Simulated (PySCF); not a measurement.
Cl₂Y, neutral, multiplicity 2. Atoms are numbered in the order given.

```xyz
3

Y      0.0000     0.0000     0.5231
Cl     0.0000    -2.1429    -0.6000
Cl     0.0000     2.1429    -0.6000
```
Charge 0, spin multiplicity 2.

Coordinates come from a PBE0-D3(BJ)/def2-TZVP optimisation. The spin state was assumed, not searched. The isomer is the one that the SMILES or the coordinates give; other isomers of the formula were not compared. The def2 effective core potentials stand for the cores of Y; spin–orbit coupling is left out.

These are PBE0-D3(BJ)/def2-TZVP run with PySCF values and carry that method's errors.

Frequencies are harmonic and unscaled.

| mode | ν (cm⁻¹) | IR (km/mol) | moving atoms (share of kinetic energy) |
|---|---|---|---|
| 1 | 63 | 6.2 | Cl 72 %, Y 28 % |
| 2 | 351 | 23.6 | Cl 83 %, Y 17 % |
| 3 | 377 | 103.9 | Cl 62 %, Y 38 % |
